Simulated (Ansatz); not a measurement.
Basis-set extrapolation for C2H6Cl2SSi2 (`C=C[SiH2]S[SiH](Cl)Cl`) (PBE0-D4/def2-TZVP geometry, frozen core, Ansatz 0.2.0). Multiplicity 1, RHF reference.

```json
{"": "HF", "def2-TZVPP": "-1973.865532", "def2-QZVPP": "-1973.923310"}
{"": "MP2 correlation", "def2-TZVPP": "-1.114780", "def2-QZVPP": "-1.210847"}
{"": "CCSD(T) correlation", "def2-TZVPP": "-1.252751", "def2-QZVPP": "not run"}
```

Energies in hartree. Use E(X) = E(∞) + A·exp(−7.88·√X) for Hartree–Fock and E(X) = E(∞) + B·X^(−2.97) for correlation, with X = 3 and 4, and add CCSD(T) minus MP2 of the smaller set to the MP2 limit.

What is the CCSD(T) energy at the basis-set limit?

HF limit: -1973.923310 + (-0.057778) × 0.13774 = -1973.93127. MP2 limit: -1.210847 + (-0.096067) × 0.74074 = -1.28201. Higher-order term: -1.252751 − (-1.114780) = -0.13797. Total: -1975.35125 hartree, 611.7 kJ/mol below CCSD(T)/def2-TZVPP.
